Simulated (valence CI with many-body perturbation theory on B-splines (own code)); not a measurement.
**Lu LXV: calculated level list**

Computed by relativistic CI+MBPT: five valence electrons over a frozen Dirac-Fock core [He], radial functions for each j: 11 s, 11 p, 10 d, 8 f, 5 g, 2 h, with the one-electron correlation potential Σ1 (screened to all orders), the two-electron term Σ2, the three-electron term Σ3, Breit, model QED; selected single and double excitations, second order for the rest, scaled by the run's own slope (own B-spline code, finite nucleus).

No measured spectrum was set against this ion. As an estimate, large intervals hold to a few tenths of a per cent, small ones and those within an open d or f shell to about a per cent. Among the levels kept, up to 7400 cm⁻¹ of a level comes from second order outside the variational space, and about a tenth of that is noise between levels of different J, which matters for small intervals.

Levels 181 to 202 of 202, with energies above the lowest level, (2s^2 2p1/2^2 2p3/2) J=3/2. "Leading %" is the weight of the configuration and term that name the level; weights of strongly mixed levels are sums over their largest components and can fall short. In the jj column 3d3/2^4 stands for four electrons in 3d with j = 3/2.

```tsv
No.	Configuration	Term	J	E (eV)	Leading %	g	Leading jj
181	2s.2p3.3d	2P°	1/2	11392	52	1.181	2s 2p1/2 2p3/2^2 3d3/2 (70 %)
182	2s.2p3.3d	4P°	5/2	11418	32	1.293	2s 2p1/2 2p3/2^2 3d5/2 (98 %)
183	2s.2p3.3d	4D°	7/2	11430	53	1.230	2s 2p1/2 2p3/2^2 3d5/2 (99 %)
184	2s.2p3.3d	4D°	5/2	11437	38	1.256	2s 2p1/2 2p3/2^2 3d5/2 (99 %)
185	2s.2p3.3d	2G°	9/2	11442	81	1.119	2s 2p1/2 2p3/2^2 3d5/2 (99 %)
186	2s.2p3.3d	2F°	7/2	11446	57	1.159	2s 2p1/2 2p3/2^2 3d5/2 (100 %)
187	2s.2p3.3d	2F°	7/2	11451	49	1.190	2s 2p1/2 2p3/2^2 3d5/2 (99 %)
188	2s.2p3.3d	2D°	3/2	11454	49	1.007	2s 2p1/2 2p3/2^2 3d5/2 (97 %)
189	2s.2p3.3d	2F°	5/2	11458	39	1.102	2s 2p1/2 2p3/2^2 3d5/2 (99 %)
190	2s.2p3.3d	2P°	3/2	11459	37	1.148	2s 2p1/2 2p3/2^2 3d5/2 (98 %)
191	2s.2p3.3d	2S°	1/2	11461	48	1.313	2s 2p1/2 2p3/2^2 3d5/2 (98 %)
192	2s.2p3.3d	2P°	3/2	11471	39	1.207	2s 2p1/2 2p3/2^2 3d5/2 (98 %)
193	2s.2p3.3d	2D°	5/2	11473	43	1.056	2s 2p1/2 2p3/2^2 3d5/2 (98 %)
194	2s2.2p2.4p	2P°	3/2	11493	35	1.327	2s^2 2p1/2^2 4p3/2 (100 %)
195	2s2.2p2.4d	2D	3/2	11527	43	0.791	2s^2 2p1/2^2 4d3/2 (100 %)
196	2p4.3p	4D°	7/2	11561	67	1.312	2p1/2^2 2p3/2^2 3p3/2 (98 %)
197	2p4.3p	2D°	5/2	11562	50	1.311	2p1/2^2 2p3/2^2 3p3/2 (98 %)
198	2p4.3p	2P°	1/2	11563	50	1.283	2p1/2^2 2p3/2^2 3p3/2 (98 %)
199	2s2.2p2.4d	2D	5/2	11569	36	1.194	2s^2 2p1/2^2 4d5/2 (100 %)
200	2s2.2p2.4f	2F°	5/2	11587	42	0.849	2s^2 2p1/2^2 4f5/2 (100 %)
201	2s2.2p2.4f	2F°	7/2	11605	37	1.136	2s^2 2p1/2^2 4f7/2 (100 %)
202	2p4.3p	2P°	3/2	11609	46	1.310	2p1/2^2 2p3/2^2 3p3/2 (98 %)
```
